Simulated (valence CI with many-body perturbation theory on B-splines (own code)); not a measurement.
## Ni15+: electric-dipole lines

Computed by relativistic CI+MBPT: three valence electrons over a frozen Dirac-Fock core [Ne], radial functions for each j: 11 s, 11 p, 9 d, 7 f, 5 g, 2 h, 1 i, with the one-electron correlation potential Σ1, the two-electron term Σ2, the three-electron term Σ3, Breit, model QED; selected CI, second order for the rest (own B-spline code, finite nucleus).

No measured spectrum was set against this ion. As an estimate, levels of excited configurations hold to 0.05 to 0.15 % of their energy, terms of the ground configuration to about 0.5 %.

Lines 51 to 100 of 266 in falling wavelength, among levels below 158.77 eV, chosen from the strongest by gf and those to the six lowest levels. Wavelengths and rates use the calculated energies, so an error of 300 cm⁻¹ moves a line at 29.45 nm by 0.088 % and its rate by three times that or more. Electric multipoles are in the length gauge, E1 and E2 with the static RPA response of the core. Weak lines are less certain than strong ones. Lines between different terms over intervals too small for the method are left out, as are lines whose strength nearly cancels. The highest levels of a list are the least certain.

Names give the largest LS component (configuration and term), which can be under half, so a name can repeat, a term be missing and a line seem to break the LS rules; names also repeat where a configuration has a term twice. Letters in brackets count levels of one name in rising energy.

```csv
λ vac (nm),Upper,Lower,A (s⁻¹),S (a.u.)
29.45,3p2 3d 2D_5/2,3s 3p 3d 2P°_3/2 [a],1.40e+09,1.06e-01
28.95,3p2 3d 4D_7/2,3s 3p 3d 4D°_5/2,1.61e+09,1.54e-01
28.86,3p2 3d 4D_7/2,3s 3p 3d 4D°_7/2,2.42e+09,2.29e-01
28.81,3s 3p2 2D_3/2,3s2 3p 2P°_1/2,3.30e+09,1.56e-01
28.52,3p2 3d 4D_5/2,3s 3p 3d 4D°_3/2,1.40e+09,9.58e-02
27.95,3p2 3d 4P_5/2 [a],3s 3p 3d 2D°_5/2 [a],1.51e+09,9.73e-02
27.85,3p2 3d 4F_7/2,3s 3p 3d 4F°_9/2,4.20e+09,3.59e-01
27.66,3p2 3d 2F_7/2 [a],3s 3p 3d 4F°_7/2,9.77e+08,8.17e-02
27.62,3p2 3d 4F_5/2,3s 3p 3d 4F°_7/2,5.35e+09,3.34e-01
27.50,3p2 3d 4F_3/2,3s 3p 3d 4F°_5/2,4.91e+09,2.02e-01
27.46,3p2 3d 2D_3/2 [a],3s 3p 3d 2D°_3/2 [a],2.56e+09,1.05e-01
27.37,3p2 3d 4D_7/2,3s 3p 3d 4P°_5/2,4.23e+09,3.43e-01
27.15,3p2 3d 4F_9/2,3s 3p 3d 4F°_9/2,1.25e+10,1.23e+00
27.05,3p2 3d 4F_3/2,3s 3p 3d 4F°_3/2,9.00e+09,3.52e-01
26.96,3p2 3d 4F_5/2,3s 3p 3d 4F°_5/2,6.78e+09,3.93e-01
26.90,3p2 3d 4F_7/2,3s 3p 3d 4F°_7/2,7.60e+09,5.84e-01
26.72,3p2 3d 4P_5/2 [a],3s 3p 3d 4D°_7/2,7.36e+09,4.15e-01
26.66,3p2 3d 4P_5/2 [b],3s 3p 3d 2D°_5/2 [a],3.81e+09,2.14e-01
26.57,3p2 3d 4P_3/2,3s 3p 3d 2D°_3/2 [a],2.93e+09,1.09e-01
26.53,3p2 3d 4F_5/2,3s 3p 3d 4F°_3/2,2.06e+09,1.14e-01
26.46,3p3 2D°_3/2,3s 3p2 4P_5/2,1.95e+09,7.15e-02
26.42,3p2 3d 2D_3/2 [a],3s 3p 3d 4D°_5/2,6.04e+09,2.20e-01
26.27,3p2 3d 4F_7/2,3s 3p 3d 4F°_5/2,2.51e+09,1.80e-01
26.24,3p2 3d 4F_9/2,3s 3p 3d 4F°_7/2,2.39e+09,2.13e-01
26.22,3p2 3d 2D_3/2 [b],3s 3p 3d 2F°_5/2 [a],8.23e+09,2.93e-01
25.97,3p3 2D°_5/2,3s 3p2 4P_5/2,2.03e+08,1.05e-02
25.86,3s 3p 3d 4F°_3/2,3s 3p2 2D_3/2,1.86e+08,6.33e-03
25.81,3p2 3d 4P_1/2,3s 3p 3d 4P°_3/2,1.28e+10,2.17e-01
25.79,3p2 3d 4P_1/2,3s 3p 3d 4P°_1/2,5.02e+09,8.50e-02
25.79,3p2 3d 2D_5/2,3s 3p 3d 2F°_7/2 [a],1.49e+10,7.58e-01
25.64,3s 3p2 2S_1/2,3s2 3p 2P°_3/2,3.40e+08,5.66e-03
25.63,3p2 3d 4P_5/2 [a],3s 3p 3d 4D°_3/2,1.91e+09,9.50e-02
25.60,3p2 3d 4P_5/2 [b],3s 3p 3d 4D°_5/2,1.50e+09,7.44e-02
25.60,3p2 3d 4P_3/2,3s 3p 3d 4D°_5/2,7.73e+09,2.56e-01
25.56,3s 3p 3d 2F°_7/2 [b],3s2 3d 2D_5/2,2.69e+10,1.77e+00
25.55,3p3 2D°_3/2,3s 3p2 4P_3/2,6.85e+08,2.25e-02
25.53,3p2 3d 4P_5/2 [b],3s 3p 3d 4D°_7/2,7.39e+09,3.64e-01
25.50,3p2 3d 4D_7/2,3s 3p 3d 4F°_9/2,8.68e+09,5.68e-01
25.47,3p3 2P°_1/2,3s 3p2 2D_3/2,1.49e+10,2.43e-01
25.46,3s 3p 3d 4F°_5/2,3s 3p2 2D_3/2,4.18e+06,2.04e-04
25.46,3p2 3d 2F_7/2 [b],3s 3p 3d 2F°_7/2 [a],1.12e+10,7.27e-01
25.44,3p2 3d 4P_5/2 [a],3s 3p 3d 4P°_5/2,6.30e+09,3.07e-01
25.43,3p2 3d 4D_5/2,3s 3p 3d 4F°_7/2,8.41e+09,4.10e-01
25.40,3p3 4S°_3/2,3s 3p2 4P_5/2,1.74e+10,5.62e-01
25.30,3p3 2P°_3/2,3s 3p2 2D_5/2,1.11e+10,3.56e-01
25.29,3p2 3d 2D_3/2 [a],3s 3p 3d 4D°_3/2,3.32e+09,1.06e-01
25.18,3p2 3d 4D_1/2,3s 3p 3d 4F°_3/2,1.26e+10,1.98e-01
25.18,3p2 3d 2P_3/2 [b],3s 3p 3d 2F°_5/2 [a],5.79e+09,1.82e-01
25.10,3s 3p 3d 2F°_5/2 [b],3s2 3d 2D_3/2,2.79e+10,1.31e+00
25.08,3p3 2D°_5/2,3s 3p2 4P_3/2,6.07e+06,2.84e-04
```
